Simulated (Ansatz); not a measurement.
Relaxation of C3H12Si (16 atoms, charge 0, multiplicity 1), to a largest force component of 0.03 eV/Å in at most 50 steps.

Theory: UKS PBE0/def2-mTZVP in Ansatz 0.2.0.

```xyz
16
Properties=species:S:1:pos:R:3
Si -0.105 -0.532 -0.342
C -0.881 1.618 1.879
C -0.222 -2.056 -1.437
C 1.481 0.414 -0.701
H -1.296 0.318 -0.621
H -0.289 0.724 2.001
H -0.144 -0.944 1.045
H -0.519 2.202 1.034
H -1.920 1.341 1.705
H -0.822 2.227 2.783
H 0.613 -2.736 -1.257
H -1.144 -2.611 -1.251
H -0.208 -1.789 -2.498
H 1.593 1.289 -0.059
H 1.510 0.759 -1.738
H 2.354 -0.224 -0.542
```

Problem. Where does it end, and by what steps?

Solution. It converged. The force dipped under the threshold on the way, but the program's further checks kept it going. After 9 steps the energy has fallen by 0.224 eV; H6 moved furthest, 0.87 Å.

```tsv
step	energy less start (eV)	largest force component (eV/Å)	accepted
0	0.0000	1.164	yes
1	-0.1402	0.290	yes
2	-0.1779	0.116	yes
3	-0.2028	0.369	yes
4	-0.2165	0.144	yes
5	-0.2213	0.065	yes
6	-0.2231	0.046	yes
7	-0.2240	0.017	yes
8	-0.2243	0.009	yes
9	-0.2245	0.008	yes
```

```xyz
16
Properties=species:S:1:pos:R:3
Si -0.041 -0.841 -0.577
C -1.029 2.165 2.369
C -0.102 -2.302 -1.757
C 1.495 0.206 -0.847
H -1.259 0.001 -0.765
H -0.364 1.337 2.614
H -0.061 -1.340 0.830
H -0.615 2.732 1.536
H -2.006 1.773 2.090
H -1.131 2.817 3.237
H 0.766 -2.953 -1.628
H -0.996 -2.908 -1.593
H -0.115 -1.970 -2.798
H 1.524 1.052 -0.156
H 1.528 0.609 -1.863
H 2.406 -0.378 -0.693
```

Whether the end is a true minimum wasn't checked by a vibrational analysis.

Run time: 43 s on 4 threads of Arm Neoverse N1, with other jobs on the host, peak memory 0.34 GiB.
